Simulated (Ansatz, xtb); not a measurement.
## Two isomers of C5H9BCl2

We compare a, `CC(C)=C(C)B(Cl)Cl`, a singlet, with b, `ClB(Cl)C1CCCC1`, a singlet. Both are isolated molecules in the gas phase, relaxed with r2SCAN-D4/def2-SVP; the shapes shown needn't be the lowest conformers.

a (Å):

```xyz
17

C    -0.7943   -2.1509    0.4955
C    -0.6229   -0.6652    0.6713
C    -1.6208   -0.0458    1.6037
C     0.3413    0.0010   -0.0406
C     1.1781   -0.7945   -1.0277
B     0.6275    1.5151    0.0659
Cl    0.4581    2.4755    1.5461
Cl    1.2625    2.4058   -1.3318
H    -1.4777   -2.5737    1.2460
H    -1.2128   -2.3806   -0.5017
H     0.1665   -2.6864    0.5538
H    -1.4084   -0.3487    2.6453
H    -2.6262   -0.4385    1.3733
H    -1.6542    1.0474    1.5679
H     0.5506   -1.3251   -1.7644
H     1.7768   -1.5648   -0.5110
H     1.8741   -0.1572   -1.5873
```

b (Å):

```xyz
17

C     0.8954   -0.1852    0.2391
C     1.8851    0.4004    1.2640
C     1.0310    0.6000    2.5278
C    -0.4063    0.8792    2.0176
C    -0.3526    0.7052    0.4833
B     1.3309   -0.1683   -1.2594
Cl    1.0214   -1.5335   -2.3295
Cl    2.0928    1.2609   -1.9613
H     0.6414   -1.2208    0.5335
H     2.2559    1.3708    0.8907
H     2.7642   -0.2425    1.4321
H     1.0464   -0.3183    3.1376
H     1.4220    1.4082    3.1659
H    -0.7594    1.8867    2.2889
H    -1.1207    0.1668    2.4603
H    -1.2748    0.2741    0.0623
H    -0.1947    1.6821   -0.0064
```

Problem. Estimate E(b) − E(a) at the level CCSD(T)/def2-SVP + ΔMP2/def2-TZVPP.

Solution. Calculated at CCSD(T)/def2-SVP + ΔMP2/def2-TZVPP: E(b) − E(a) = −48.4 kJ/mol, so structure b lies lower.

Level by level:

| level | geometry | E(b) − E(a) (kJ/mol) | departure from the last row (kJ/mol) | job, with rough time for the two |
| --- | --- | --- | --- | --- |
| r2SCAN-D4/def2-SVP | r2SCAN-D4/def2-SVP | −45.8 | +2.6 | optimisation, 3.1 min |
| HF/def2-SVP | r2SCAN-D4/def2-SVP | −52.3 | −3.9 | part of the CCSD(T) run |
| MP2/def2-SVP | r2SCAN-D4/def2-SVP | −56.8 | −8.5 | part of the CCSD(T) run |
| CCSD(T)/def2-SVP | r2SCAN-D4/def2-SVP | −51.5 | −3.1 | single point |
| CCSD(T)/def2-SVP + ΔMP2/def2-TZVPP | r2SCAN-D4/def2-SVP | −48.4 |  | single point, 2.7 min |

As drawn, b has 2 C–C in place of 1 C=C. Structure a has no ring, b a 5-membered ring.

The levels shown agree on the order. The largest departure from CCSD(T)/def2-SVP + ΔMP2/def2-TZVPP is that of MP2/def2-SVP, 8.5 kJ/mol. Levels run at GFN2-xTB geometries aren't shown. The last row adds to CCSD(T) the change of the MP2 difference between the two basis sets, here +3.1 kJ/mol.

With thermal terms from frequencies at re-optimised GFN2-xTB minima (ideal gas, soft modes damped towards free rotors, one conformer each, 298.15 K, 1 atm): on the last row, ΔE + ΔZPE = −36.2, ΔH = −40.6, ΔG = −33.3 kJ/mol.

The correlated steps freeze 16 core orbitals. Run with Ansatz 0.2.0, xtb 6.7.1; the last row on 4 threads of Arm Neoverse V1 on a shared host.
